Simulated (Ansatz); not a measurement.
System: CrH (charge 0, sextet). The spin state was set by rule; other spins were not relaxed. SMILES: [CrH]
Geometry: optimised at B3LYP-D3(BJ)/def2-TZVP (Ansatz, an electronic-structure program).

Quantity: vertical ionisation energy (to the quintet state of charge +1; each state is the SCF solution reached for its spin; for the quintet T1 is 0.061; for the sextet T1 is 0.148), in eV. Correlated levels leave the core frozen unless marked. Open shells are spin-unrestricted. Spin-orbit coupling is left out. The frozen core is the preceding noble-gas configuration, with the filled d and f shells of earlier blocks. No relativistic terms. CBS(X,Y): correlation extrapolated as X^-3; Hartree-Fock from the larger set.

| level | program | vertical ionisation energy (eV) |
|---|---|---|
| SVWN5/def2-TZVPD | Ansatz | 8.15 |
| PBE/def2-TZVPD | Ansatz | 7.91 |
| r2SCAN/def2-TZVPD | Ansatz | 7.87 |
| B3LYP/def2-TZVPD | Ansatz | 7.78 |

### Question
Predict the CCSD(T)/CBS(def2-TZVPPD,def2-QZVPPD) result (Ansatz).

### Answer
7.32 eV
